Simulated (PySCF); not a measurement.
EPR parameters of C5H6NO

C₅H₆NO (doublet state).
Z-matrix (Å and degrees, GFN2-xTB geometry), rows numbered from 1:
```
N 
C   1  1.2470
C   2  1.5179  1  126.55
C   3  1.4902  2  110.80  1  -121.59
C   4  1.3067  3  112.73  2   113.04
C   5  1.5176  4  107.22  3     0.82
O   6  1.4256  5  105.65  4     5.87
H   1  1.0210  2  114.09  3    -0.16
H   2  1.0856  1  118.76  3  -179.80
H   3  1.0990  2  108.32  1   113.83
H   5  1.0704  4  130.45  3  -179.67
H   6  1.0954  5  110.77  4   123.17
H   6  1.0989  5  112.15  4  -114.45
```

The hyperfine couplings belong to this conformer and change with its torsions.

The species is `[H]/N=C\[C@H]1[C]=CCO1` [radical].

Computed, not measured: UKS B3LYP, pcH-1 on C H N O, non-relativistic, mean-field spin-orbit, GIAO (PySCF). One conformer (not necessarily the lowest) at the GFN2-xTB geometry, without solvent, vibrations or thermal averaging. Couplings are sensitive to structure, and on GFN2-xTB geometries they can be far from those on DFT ones. No stability test was run, so a lower SCF solution isn't excluded.

- g1, g2, g3: 2.00181, 2.00214, 2.00256
- g_iso: 2.00217
- Form of g: rhombic: the two nearest values differ by 43 % of g3 − g1
- ⟨S²⟩: 0.7597 (exact 0.7500)
- Basis functions: 235

Isotropic coupling and dipolar principal values T1 to T3, in G; ρ(0) is the spin density at the nucleus (MHz turned into gauss with g_iso; 10 G = 1 mT):

```
atom  isotope  a_iso     T1     T2    T3  Mulliken spin population  ρ(0) (bohr⁻³)
  N1      14N    0.2   -0.1    0.0   0.1                      0.00         0.0019
  C2      13C    0.8   -0.5   -0.2   0.7                      0.00         0.0021
  C3      13C   23.1   -2.8   -2.3   5.1                      0.00         0.0575
  C4      13C  159.9  -27.7  -20.0  47.7                      1.00         0.3986
  C5      13C    7.8   -7.8    0.7   7.0                     -0.13         0.0194
  C6      13C   23.9   -2.7   -2.2   4.9                      0.08         0.0596
  O7      17O   -1.6   -5.9    2.9   3.0                      0.04         0.0075
  H8       1H    0.6   -0.6   -0.4   1.0                      0.00         0.0004
  H9       1H    0.8   -1.4   -1.0   2.4                      0.00         0.0005
 H10       1H    2.5   -2.6   -1.8   4.4                      0.00         0.0016
 H11       1H   15.6   -2.2   -1.7   3.9                      0.02         0.0098
 H12       1H   -2.0   -1.4   -0.5   2.0                      0.00        -0.0012
 H13       1H   -4.2   -1.4   -0.6   2.1                     -0.01        -0.0027
```

Largest spin populations (Mulliken): C4 (+1.00), C5 (-0.13) and C6 (+0.08). No atom but C4 exceeds +0.15. The positive populations add up to 1.14 and the negative ones to -0.14, together 2S = 1.

Axes: g1 points within 10° of the C5–H11 bond.

Under fast tumbling the dipolar parts average out, and these isotropic splittings remain: 1 × 1H (H11, I = 1/2, 2 lines) with 1.56 mT, 1 × 1H (H13, I = 1/2, 2 lines) with 0.42 mT, 1 × 1H (H10, I = 1/2, 2 lines) with 0.25 mT, 1 × 1H (H12, I = 1/2, 2 lines) with 0.20 mT, 1 × 1H (H9, I = 1/2, 2 lines) with 0.08 mT and 1 × 1H (H8, I = 1/2, 2 lines) with 0.06 mT.

The 13C coupling of C4 (448.1 MHz) shows only in satellite lines or after enrichment, since that isotope makes up about 1.07 % of natural carbon.

β density exceeds α density at some nuclei, such as H13 (-0.0027) and H12 (-0.0012), spin density in bohr⁻³. In a single determinant that takes different orbitals for the two spins, that is spin polarisation.
